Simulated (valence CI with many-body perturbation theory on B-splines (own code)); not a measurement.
# Cs XXXIV: M1 decay

Level of theory: valence CI with perturbative core correlation (CI+MBPT): four valence electrons over a frozen Dirac-Fock core [Ar], radial functions for each j: 7 s, 7 p, 8 d, 6 f, 4 g, 1 h, with the one-electron correlation potential Σ1 (screened to all orders), the two-electron term Σ2, the three-electron term Σ3, Breit, model QED; selected single and double excitations, second order for the rest, scaled by the run's own slope (own B-spline code, finite nucleus).

The last digits are not significant, and no measured levels were compared; by estimate large intervals hold to a few tenths of a per cent, small ones and those within an open d or f shell to about a per cent. Only levels of the ground parity were solved; by the run's estimate the other parity begins above the list, which can be wrong where configurations are misplaced.

Lines 51 to 100 of 120 in falling wavelength, among levels below 860920 cm⁻¹, chosen from the decays that carry over 1 % of a level's rate. Wavelengths and rates use the calculated energies. S is in atomic units (e²a₀⁴ for E2 and M2, e²a₀⁶ for E3), for M1 in squared Bohr magnetons. Weak lines are less certain than strong ones. Lines between different terms over intervals too small for the method are left out, as are lines whose strength nearly cancels. The highest levels of a list are the least certain.

Levels are named by their leading jj configuration (3d3/2^4 stands for four electrons in 3d with j = 3/2), which in mixed levels can hold well under half, so a name can repeat and another be missing. Letters in brackets count levels of one name in rising energy.

```
λ vac (Å)                      Upper                      Lower  Type   A (s⁻¹)  S (a.u.)
    687.8  (3d3/2^2 3d5/2^2) J=0 [a]        (3d3/2^3 3d5/2) J=1    M1  1.17e+05  1.41e+00
    686.1        (3d3/2 3d5/2^3) J=5      (3d3/2^2 3d5/2^2) J=5    M1  1.44e+04  1.90e+00
    674.2  (3d3/2^2 3d5/2^2) J=0 [b]    (3d3/2 3d5/2^3) J=1 [a]    M1  9.88e+03  1.12e-01
    672.0          (3d5/2^4) J=2 [a]    (3d3/2 3d5/2^3) J=1 [a]    M1  1.12e+04  6.32e-01
    647.2        (3d3/2 3d5/2^3) J=6      (3d3/2^2 3d5/2^2) J=5    M1  2.40e+04  3.14e+00
    641.6      (3d3/2^2 3d5/2^2) J=1        (3d3/2^3 3d5/2) J=2    M1  5.49e+04  1.61e+00
    636.0        (3d3/2 3d5/2^3) J=2  (3d3/2^2 3d5/2^2) J=3 [b]    M1  1.65e+04  7.84e-01
    629.0        (3d3/2 3d5/2^3) J=2  (3d3/2^2 3d5/2^2) J=2 [b]    M1  8.60e+03  3.97e-01
    627.2    (3d3/2 3d5/2^3) J=3 [b]  (3d3/2^2 3d5/2^2) J=3 [b]    M1  2.38e+04  1.52e+00
    626.2  (3d3/2^2 3d5/2^2) J=4 [b]        (3d3/2^3 3d5/2) J=3    M1  4.45e+03  3.65e-01
    625.4  (3d3/2^2 3d5/2^2) J=4 [c]      (3d3/2^2 3d5/2^2) J=5    M1  2.14e+03  1.75e-01
    620.4    (3d3/2 3d5/2^3) J=3 [b]  (3d3/2^2 3d5/2^2) J=2 [b]    M1  1.26e+04  7.78e-01
    617.0    (3d3/2 3d5/2^3) J=4 [b]    (3d3/2 3d5/2^3) J=3 [a]    M1  1.60e+04  1.26e+00
    598.2  (3d3/2^2 3d5/2^2) J=2 [b]        (3d3/2^3 3d5/2) J=3    M1  3.60e+02  1.43e-02
    594.9  (3d3/2^2 3d5/2^2) J=4 [b]        (3d3/2^3 3d5/2) J=4    M1  3.10e+02  2.18e-02
    593.0    (3d3/2 3d5/2^3) J=3 [b]  (3d3/2^2 3d5/2^2) J=4 [b]    M1  9.35e+03  5.06e-01
    592.1  (3d3/2^2 3d5/2^2) J=3 [b]        (3d3/2^3 3d5/2) J=3    M1  2.06e+03  1.11e-01
    589.8  (3d3/2^2 3d5/2^2) J=2 [d]      (3d3/2^2 3d5/2^2) J=1    M1  1.80e+03  6.85e-02
    583.1    (3d3/2 3d5/2^3) J=1 [a]  (3d3/2^2 3d5/2^2) J=2 [a]    M1  4.21e+04  9.28e-01
    573.1    (3d3/2 3d5/2^3) J=3 [c]  (3d3/2^2 3d5/2^2) J=2 [c]    M1  1.39e+04  6.81e-01
    571.8  (3d3/2^2 3d5/2^2) J=2 [a]        (3d3/2^3 3d5/2) J=1    M1  4.59e+04  1.59e+00
    566.9          (3d5/2^4) J=2 [a]    (3d3/2 3d5/2^3) J=3 [a]    M1  1.96e+04  6.62e-01
    565.8        (3d3/2 3d5/2^3) J=0      (3d3/2^2 3d5/2^2) J=1    M1  7.40e+04  4.97e-01
    564.0  (3d3/2^2 3d5/2^2) J=3 [b]        (3d3/2^3 3d5/2) J=4    M1  2.61e+04  1.22e+00
    558.5    (3d3/2 3d5/2^3) J=1 [b]  (3d3/2^2 3d5/2^2) J=2 [c]    M1  2.15e+04  4.17e-01
    554.5  (3d3/2^2 3d5/2^2) J=4 [c]  (3d3/2^2 3d5/2^2) J=3 [a]    M1  1.48e+04  8.44e-01
    541.5        (3d3/2 3d5/2^3) J=5  (3d3/2^2 3d5/2^2) J=4 [a]    M1  6.34e+03  4.11e-01
    534.2    (3d3/2 3d5/2^3) J=3 [c]    (3d3/2 3d5/2^3) J=4 [a]    M1  9.23e+03  3.65e-01
    523.4    (3d3/2 3d5/2^3) J=4 [b]    (3d3/2 3d5/2^3) J=4 [a]    M1  6.62e+04  3.17e+00
    521.1  (3d3/2^2 3d5/2^2) J=2 [b]        (3d3/2^3 3d5/2) J=2    M1  3.04e+03  7.99e-02
    519.0          (3d5/2^4) J=2 [a]  (3d3/2^2 3d5/2^2) J=2 [c]    M1  1.93e+04  5.00e-01
    516.4  (3d3/2^2 3d5/2^2) J=3 [b]        (3d3/2^3 3d5/2) J=2    M1  1.82e+03  6.51e-02
    512.8        (3d3/2 3d5/2^3) J=2      (3d3/2^2 3d5/2^2) J=1    M1  1.92e+04  4.80e-01
    502.9  (3d3/2^2 3d5/2^2) J=4 [c]  (3d3/2^2 3d5/2^2) J=4 [a]    M1  2.00e+04  8.48e-01
    499.0  (3d3/2^2 3d5/2^2) J=2 [d]  (3d3/2^2 3d5/2^2) J=3 [a]    M1  1.61e+03  3.71e-02
    497.5    (3d3/2 3d5/2^3) J=1 [a]  (3d3/2^2 3d5/2^2) J=0 [a]    M1  5.42e+04  7.42e-01
    495.2  (3d3/2^2 3d5/2^2) J=2 [d]  (3d3/2^2 3d5/2^2) J=2 [a]    M1  6.34e+02  1.43e-02
    468.0    (3d3/2 3d5/2^3) J=4 [a]        (3d3/2^3 3d5/2) J=3    M1  1.31e+04  4.47e-01
    442.7        (3d3/2 3d5/2^3) J=2  (3d3/2^2 3d5/2^2) J=3 [a]    M1  3.09e+04  4.97e-01
    441.7  (3d3/2^2 3d5/2^2) J=2 [c]        (3d3/2^3 3d5/2) J=3    M1  6.92e+04  1.11e+00
    438.5    (3d3/2 3d5/2^3) J=3 [b]  (3d3/2^2 3d5/2^2) J=3 [a]    M1  8.69e+03  1.90e-01
    435.6    (3d3/2 3d5/2^3) J=3 [b]  (3d3/2^2 3d5/2^2) J=2 [a]    M1  1.47e+03  3.15e-02
    424.0    (3d3/2 3d5/2^3) J=4 [b]  (3d3/2^2 3d5/2^2) J=3 [b]    M1  1.05e+04  2.67e-01
    419.6    (3d3/2 3d5/2^3) J=1 [b]  (3d3/2^2 3d5/2^2) J=2 [b]    M1  2.03e+03  1.66e-02
    414.6    (3d3/2 3d5/2^3) J=3 [c]  (3d3/2^2 3d5/2^2) J=4 [b]    M1  2.23e+03  4.12e-02
    412.1    (3d3/2 3d5/2^3) J=3 [a]        (3d3/2^3 3d5/2) J=3    M1  5.49e+03  9.97e-02
    411.0  (3d3/2^2 3d5/2^2) J=2 [b]        (3d3/2^3 3d5/2) J=1    M1  5.24e+03  6.74e-02
    405.6    (3d3/2 3d5/2^3) J=3 [b]  (3d3/2^2 3d5/2^2) J=4 [a]    M1  1.16e+04  2.00e-01
    399.7          (3d5/2^4) J=2 [a]  (3d3/2^2 3d5/2^2) J=3 [b]    M1  1.19e+04  1.40e-01
    398.2  (3d3/2^2 3d5/2^2) J=2 [c]        (3d3/2^3 3d5/2) J=2    M1  9.11e+03  1.07e-01
```
